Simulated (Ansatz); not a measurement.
Wavefunction ladder for `C1C[SiH2]CO1`

Cartesian coordinates in Å:
```
C 0.0922 1.3346 0.1992
C 0.2632 0.5511 -1.1065
Si -0.1288 -1.2083 -0.5527
C -0.1315 -0.7128 1.2853
O 0.5187 0.5521 1.2968
H -0.9641 1.6174 0.3287
H 0.6909 2.2470 0.2245
H 1.2946 0.6147 -1.4609
H -0.3909 0.9235 -1.8965
H -1.4403 -1.7244 -1.0321
H 0.9269 -2.1924 -0.9105
H 0.4251 -1.3771 1.9473
H -1.1560 -0.6253 1.6772
```

Total charge 0; spin multiplicity 1. Geometry: relaxed with PBE0-D4/def2-TZVP. Frozen core, restricted reference, the Gaussian-basis code of Ansatz. CBS rows extrapolate triple and quadruple zeta; past MP2 they add the triple-zeta difference.

| basis | HF (Eh) | MP2 corr. | CCSD corr. | (T) | CCSD(T) total |
| --- | --- | --- | --- | --- | --- |
| def2-SVP | -481.79765 | ? | -0.75793 | -0.02253 | ? |
| def2-TZVPP | -482.12292 | -0.87173 | -0.91914 | ? | ? |
| def2-QZVPP | ? | -0.93212 | – | – | – |
| CBS(def2) | -482.14336 | ? | -1.02426 | as TZ | ? |

Question: Fill in the withheld values. (Best estimate.)

Answer: Computed: def2-SVP MP2 corr.: -0.69956; def2-SVP CCSD(T) total: -482.57811; def2-TZVPP (T): -0.03710; def2-TZVPP CCSD(T) total: -483.07916; def2-QZVPP HF (Eh): -482.14089; CBS(def2) MP2 corr.: -0.97685; CBS(def2) CCSD(T) total: -483.20472.
